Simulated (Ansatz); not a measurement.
## doublet BeS(+): levels of theory in one basis

```xyz
2

Be    0.0000    0.0000   -0.9340
S     0.0000    0.0000    0.9340
```

Basis set: def2-SVP (spherical functions). Frozen core: 5 orbitals. Correlation on ROHF uses semicanonical orbitals with singles. Charge 1, multiplicity 2.

Computed with Ansatz (development build ahead of 0.2.0); each method stands on the lowest determinant of its kind that the runs found.

```json
{"method": "ROHF", "E − E(ROHF) (eV)": "0.00", "<S²> of the determinant": "0.75"}
{"method": "UHF", "E − E(ROHF) (eV)": "-0.10", "<S²> of the determinant": "0.76"}
{"method": "ROHF-MP2", "E − E(ROHF) (eV)": "-3.25", "<S²> of the determinant": "–"}
{"method": "UHF-MP2", "E − E(ROHF) (eV)": "-3.24", "<S²> of the determinant": "0.76"}
```

Q: What does ROHF-CCSD(T) give on the same scale?

A: -3.88 eV.

Q: Is a single determinant a sound starting point here?

A: By this sign, yes. Unrestricted orbitals gain 0.10 eV and <S²> is 0.76 against 0.75 for a pure state.
